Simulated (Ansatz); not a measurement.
Relaxation of H4OSSn (7 atoms, charge 0, multiplicity 1), to a largest force component of 0.015 eV/Å in at most 40 steps.

Computed with RKS PBE0/def2-SVP (Ansatz 0.2.0).

```xyz
7
Properties=species:S:1:pos:R:3:forces:R:3
S -2.144 -0.125 0.385 -0.23 0.03 0.32
O -0.628 -0.755 0.490 0.55 0.08 -0.02
Sn -0.206 -2.630 1.078 -0.37 0.57 0.10
H -2.485 -0.672 -0.795 -0.27 -0.05 -0.40
H -0.680 -2.754 2.682 -0.07 -0.07 0.51
H -1.106 -3.654 0.113 -0.28 -0.42 -0.43
H 1.431 -2.601 0.806 0.68 -0.13 -0.08
```

Task: Where does it end, and by what steps?

Result: It converged. After 6 steps the energy has fallen by 0.094 eV; H7 moved furthest, 0.16 Å.

```
step  energy less start (eV)  largest force component (eV/Å)  accepted
   0                  0.0000                           0.684       yes
   1                 -0.0721                           0.339       yes
   2                 -0.0889                           0.166       yes
   3                 -0.0924                           0.090       yes
   4                 -0.0935                           0.051       yes
   5                 -0.0938                           0.018       yes
   6                 -0.0938                           0.006       yes
```

```xyz
7
Properties=species:S:1:pos:R:3
S -2.168 -0.235 0.470
O -0.575 -0.722 0.388
Sn -0.198 -2.588 1.060
H -2.578 -0.614 -0.771
H -0.728 -2.655 2.684
H -1.069 -3.652 0.039
H 1.497 -2.725 0.890
```

Whether the end is a true minimum wasn't checked by a vibrational analysis.

Run time: 28 s on 1 thread of Arm Neoverse V1 (shared host), peak memory 0.16 GiB.
